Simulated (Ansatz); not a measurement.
Calculated with Ansatz (gas phase, PBE0-D4/def2-TZVP geometries, no zero-point term in ΔE). CBS: MP2 limit from def2 TZ/QZ plus the TZ coupled-cluster correction, frozen cores. This one scheme is used for every species. One conformer a species, not always the lowest.

`OCCO[SiH3]` + CH₄ → `CCCO[SiH3]` + H₂O  (formal exchange of groups at a C–O bond)

| species | SCS-MP2/def2-QZVPP energy (Eh) |
| --- | --- |
| `OCCO[SiH3]` | -520.23212 |
| CH₄ | -40.43589 |
| `CCCO[SiH3]` | -484.33311 |
| H₂O | -76.34808 |

(1) Work out ΔE.

Largest T1 diagnostic among the species: 0.011.

Results:

(1) ΔE = (-484.33311) + (-76.34808) − (-520.23212) − (-40.43589) = -0.01318 Eh = -34.6 kJ/mol. CCSD(T)/CBS gives -35.3 kJ/mol.

From PBE to PBE0 (25 % exact exchange), in def2-TZVPP and without D4, ΔE moves by −3.3 kJ/mol. In def2-TZVPP, CCSD(T) changes the Hartree–Fock value by −8.9 kJ/mol (the triples alone add +0.0 kJ/mol) and MP2 by −14.2 kJ/mol.
